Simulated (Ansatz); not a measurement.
System: sum formula SiClF₂, charge 1, multiplicity 1. 
Geometry from a B3LYP-D3(BJ)/def2-TZVP (Ansatz, an electronic-structure program) optimisation:
```
Si
F 1 1.5322
F 1 1.5322 2 115.88
Cl 1 1.9289 2 122.06 3 180.00
```
Charge +1, spin multiplicity 1.

Parts of the frozen-core correlation energy in STO-3G (Ansatz, hartree). Frozen orbitals: 12; correlated occupied orbitals by spin: 12 and 12; virtual: 4 and 4. Spin-orbit coupling is left out. Non-relativistic.

| term | value |
|---|---|
| reference (HF) | -936.07685 |
| MP2 opposite-spin | -0.07093 |
| MP2 same-spin | ? |
| CCSD correlation | ? |
| (T) | ? |
| FCI minus CCSD(T) | -0.00125 |
| T1 diagnostic | 0.019 |
| largest doubles amplitude | 0.061 |

Question: Some entries are withheld; supply them.

Answer: 
- MP2 same-spin, value: -0.02173
- CCSD correlation, value: -0.10500
- (T), value: -0.01114
